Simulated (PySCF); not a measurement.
Species: C4H2Cl2FS (doublet state).
Structure used (GFN2-xTB), in Å, numbered top down from 1:
```xyz
10
C4H2Cl2FS angstrom
F     -0.0697   -0.7710   -1.5196
C     -0.3405   -0.2989   -0.2840
Cl    -0.7438   -1.9819    0.7088
C     -1.5638    0.4491   -0.2703
Cl    -2.0261    1.3485    1.0644
C      0.8346    0.2848    0.3890
C      2.0702    0.0287    0.0512
S      3.5334   -0.2296   -0.3763
H     -2.3047    0.2674   -1.0306
H      0.6193    0.9074    1.2448
```

The hyperfine couplings belong to this conformer and change with its torsions.

Identity: `F[C@](Cl)([CH]Cl)C=C=S` [radical].

Computed with UKS B3LYP, pcH-1 on C Cl F H S, non-relativistic, mean-field spin-orbit, GIAO (PySCF 2.14.0). Geometry: GFN2-xTB, one conformer, isolated molecule. The geometry wasn't refined by DFT: couplings that depend on bond lengths, twists or pyramidal angles can differ widely from those at the functional's own minimum. No stability test was run, so a lower SCF solution isn't excluded.

(1) Break the g tensor into its mass correction, gauge correction and orbital-Zeeman/spin–orbit terms.

(2) What effective moment and Curie constant follow for a powder?

(3) How much does each term add to the isotropic shift?

(4) In a frozen sample, at which fields do the three g values resonate at 9.5, 34, 94 and 263 GHz (hyperfine left aside), and which band first spreads them over more than twice a line width of 1.0 mT?

Results:

(1) 
| Δg (ppt) | 1 | 2 | 3 |
| --- | --- | --- | --- |
| relativistic mass correction | -0.21 | -0.21 | -0.21 |
| gauge correction | 0.00 | 0.03 | 0.03 |
| orbital Zeeman/spin–orbit | 1.00 | 6.07 | 11.41 |
| total | 0.79 | 5.89 | 11.23 |

So g = 2.00311, 2.00821, 2.01355 and g_iso = 2.00829; the tensor is rhombic: the two nearest values differ by 49 % of g3 − g1. Axes: g1 points within 8° of the C2–Cl3 bond and g2 points within 3° of the C4–Cl5 bond.

(2) With the mean of g² = 4.0332 and S(S+1) = 0.75: μ_eff = √(⟨g²⟩S(S+1)) = 1.739 μB and χT = 0.12505·⟨g²⟩·S(S+1) = 0.378 cm³ K/mol (cgs; spin-Hamiltonian part alone).

(3) The orbital-Zeeman/spin–orbit term 6.16, the mass correction -0.21 and the gauge correction 0.02 ppt, for a total of 5.97 ppt. The orbital-Zeeman/spin–orbit term is the largest in size. The mass correction is the same along every axis, so the anisotropy comes from the other two: their spans along these axes are 0.03 (gauge) and 10.41 ppt (orbital Zeeman/spin–orbit).

(4) 
```json
{"band": "X", "GHz": "9.5", "B(g3) mT": "337.09", "B(g2) mT": "337.99", "B(g1) mT": "338.85", "spread mT": "1.76"}
{"band": "Q", "GHz": "34.0", "B(g3) mT": "1206.44", "B(g2) mT": "1209.65", "B(g1) mT": "1212.73", "spread mT": "6.29"}
{"band": "W", "GHz": "94.0", "B(g3) mT": "3335.44", "B(g2) mT": "3344.32", "B(g1) mT": "3352.84", "spread mT": "17.39"}
{"band": "J", "GHz": "263.0", "B(g3) mT": "9332.14", "B(g2) mT": "9356.97", "B(g1) mT": "9380.81", "spread mT": "48.67"}
```

The spread grows in proportion to the frequency. Q band is the first where it exceeds 2.0 mT.

Largest spin populations (Mulliken): C4 (+0.79), Cl3 (+0.17) and Cl5 (+0.10). The angles at C4 add up to 358.6°, so it is planar; its axial dipolar tensor and the negative coupling of its proton fit spin in a p orbital normal to that plane.

The HOMO–LUMO gaps are 3.54 eV among the α and 3.19 eV among the β orbitals.
